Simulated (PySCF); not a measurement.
**NaGa: script and output**

The script input.py:

```python
from pyscf import gto, scf, mp

mol = gto.M(
    atom='Na 0 0 0; Ga 0 0 2.78',
    basis='x2c-svpall',
    charge=0,
    spin=0,
    cart=True,
    verbose=3,
)
mf = scf.RHF(mol)
mf = mf.sfx2c1e()
mf.kernel()
mp.MP2(mf, frozen=10).kernel()
mf.dip_moment()
print('orbital energies (hartree):', mf.mo_energy[..., max(0, mol.nelec[1]-3):mol.nelec[0]+3].round(4))
```

```bash
$ python input.py
```

The log:

```
converged SCF energy = -2103.83511582562
E(RMP2) = -2104.04611796505  E_corr = -0.211002139431321
E(SCS-RMP2) = -2104.03269076096  E_corr = -0.197574935342755
Dipole moment(X, Y, Z, Debye):  0.00000,  0.00000, -3.10931
orbital energies (hartree): [-1.1419 -0.4314 -0.1698  0.0261  0.0353  0.0353]
```

In short: E(SCF) = -2103.835116 Eh, E(MP2) − E(SCF) = -0.21100 Eh, μz(SCF) = -3.11 D.

Wall time 1.5 s on one thread of a shared host.

At this level a UHF run with spin=2 ends 0.42 eV lower; the true order of the states can differ. Stability towards an unrestricted solution was not tested. The bond length is a typed value, not an optimised one.
